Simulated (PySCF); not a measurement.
Cl4Hf, triplet, geometry from GFN2-xTB (such geometries of metal compounds can be far from the true shape) (the multiplicity is a formal guess) (core potentials on Hf); BHANDHLYP/def2-SVP run with PySCF.

Input for PySCF:
```python
from pyscf import gto, scf, dft

mol = gto.M(
    atom='''
Hf    0.000000   -0.000000   -0.000000
Cl    2.048660    0.843871   -0.624909
Cl    0.974345   -0.753718    1.944788
Cl   -0.974345    0.753718   -1.944788
Cl   -2.048660   -0.843871    0.624909
''',
    basis='def2-svp',
    ecp={'Hf': 'def2-svp'},
    charge=0,
    spin=2,
    verbose=4,
)

mf = dft.UKS(mol)
mf.xc = 'bhandhlyp'
mf.kernel()
```

The log (banner, timings and long lists left out):

```
PySCF version 2.14.0

[INPUT] verbose = 4
[INPUT] num. atoms = 5
[INPUT] num. electrons = 80
[INPUT] charge = 0
[INPUT] spin (= nelec alpha-beta = 2S) = 2
[INPUT] symmetry False subgroup None
[INPUT] Mole.unit = angstrom
[INPUT] Symbol           X                Y                Z      unit          X                Y                Z       unit  Magmom
[INPUT]  1 Hf     0.000000000000   0.000000000000   0.000000000000 AA    0.000000000000   0.000000000000   0.000000000000 Bohr   0.0
[INPUT]  2 Cl     2.048660000000   0.843871000000  -0.624909000000 AA    3.871406322351   1.594685074463  -1.180906862776 Bohr   0.0
[INPUT]  3 Cl     0.974345000000  -0.753718000000   1.944788000000 AA    1.841245200839  -1.424320595155   3.675116690341 Bohr   0.0
[INPUT]  4 Cl    -0.974345000000   0.753718000000  -1.944788000000 AA   -1.841245200839   1.424320595155  -3.675116690341 Bohr   0.0
[INPUT]  5 Cl    -2.048660000000  -0.843871000000   0.624909000000 AA   -3.871406322351  -1.594685074463   1.180906862776 Bohr   0.0

nuclear repulsion = 441.95387260085
number of shells = 44
number of NR pGTOs = 201
number of NR cGTOs = 104
basis = def2-svp
ecp = {'Hf': 'def2-svp'}

******** <class 'pyscf.dft.uks.UKS'> ********
method = UKS
initial guess = minao
damping factor = 0
level_shift factor = 0
DIIS = <class 'pyscf.scf.diis.CDIIS'>
diis_start_cycle = 1
diis_space = 8
diis_damp = 0
SCF conv_tol = 1e-09
SCF conv_tol_grad = None
SCF max_cycles = 50
direct_scf = True
direct_scf_tol = 1e-13
number electrons alpha = 41  beta = 39
XC library pyscf.dft.libxc version 7.1.2
    S. Lehtola, C. Steigemann, M. J. T. Oliveira, and M. A. L. Marques,  SoftwareX 7, 1–5 (2018)
XC functionals = bhandhlyp
    A. D. Becke,  J. Chem. Phys. 98, 1372 (1993)
    Defined through Gaussian implementation.
radial grids:
    Treutler-Ahlrichs [JCP 102, 346 (1995); DOI:10.1063/1.469408] (M4) radial grids

becke partition: Becke, JCP 88, 2547 (1988); DOI:10.1063/1.454033
pruning grids: <function nwchem_prune>
grids dens level: 3
symmetrized grids: False
atomic radii adjust function: <function treutler_atomic_radii_adjust>
small_rho_cutoff = 0
Set gradient conv threshold to 3.16228e-05
tot grids = 99312
init E= -1875.88739982752

cycle= 1 E= -1888.17825630259  delta_E= -12.3  |g|= 0.401  |ddm|= 5.32

cycle= 2 E= -1888.19337258617  delta_E= -0.0151  |g|= 0.338  |ddm|= 1.02

cycle= 3 E= -1888.26231413404  delta_E= -0.0689  |g|= 0.0502  |ddm|= 0.537

cycle= 4 E= -1888.26382362044  delta_E= -0.00151  |g|= 0.0106  |ddm|= 0.0721

cycle= 5 E= -1888.26391557832  delta_E= -9.2e-05  |g|= 0.00236  |ddm|= 0.0257

cycle= 6 E= -1888.26392568903  delta_E= -1.01e-05  |g|= 0.000614  |ddm|= 0.0104

cycle= 7 E= -1888.26392654306  delta_E= -8.54e-07  |g|= 0.000153  |ddm|= 0.00304

cycle= 8 E= -1888.26392665318  delta_E= -1.1e-07  |g|= 6.58e-05  |ddm|= 0.000951

cycle= 9 E= -1888.2639266902  delta_E= -3.7e-08  |g|= 3.27e-05  |ddm|= 0.000664

cycle= 10 E= -1888.26392669803  delta_E= -7.84e-09  |g|= 9.09e-06  |ddm|= 0.000367

cycle= 11 E= -1888.2639266986  delta_E= -5.69e-10  |g|= 1.82e-06  |ddm|= 0.000112

Extra cycle  E= -1888.26392669861  delta_E= -9.09e-12  |g|= 8.86e-07  |ddm|= 7.29e-06
converged SCF energy = -1888.26392669861  <S^2> = 2.0096135  2S+1 = 3.0064022
```
